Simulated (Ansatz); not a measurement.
Al₄N₄⁻. Total charge -1; doublet. Geometry r2SCAN-D4/def2-SVPD, basis def2-TZVPD, Ansatz.

```
atom   x (Å)   y (Å)   z (Å)
 Al1   4.555  -0.814   2.160
 Al2  -4.551   0.850  -2.155
 Al3  -1.485   0.271  -0.702
 Al4   1.483  -0.283   0.700
  N5   3.001  -0.563   1.418
  N6   0.349   0.296  -0.623
  N7  -0.351  -0.314   0.619
  N8  -3.002   0.557  -1.417
```

```
run  HOMO (eV)  LUMO (eV)
  A      -1.52      -0.09
  B      -2.54       0.99
  C      -1.83       0.10
  D      -1.70      -0.23
```

Another isomer (doublet) lies 0.81 eV lower at PBE0-D4/def2-TZVPD; other spin states weren't run for this one.

HOMO and LUMO are taken over both spins.

**Question.** The runs used BLYP, PBE, PBE0, r2SCAN. Estimate which is which.

**Answer.** A BLYP (0 % exact exchange); B PBE0 (25 % exact exchange); C r2SCAN (0 % exact exchange); D PBE (0 % exact exchange). Exact exchange lowers occupied and raises empty levels; among semilocal functionals meta-GGAs tend to open the gap a little, and such runs are hard to tell apart. The gap grows from 1.43 eV (BLYP) to 3.53 eV (PBE0).
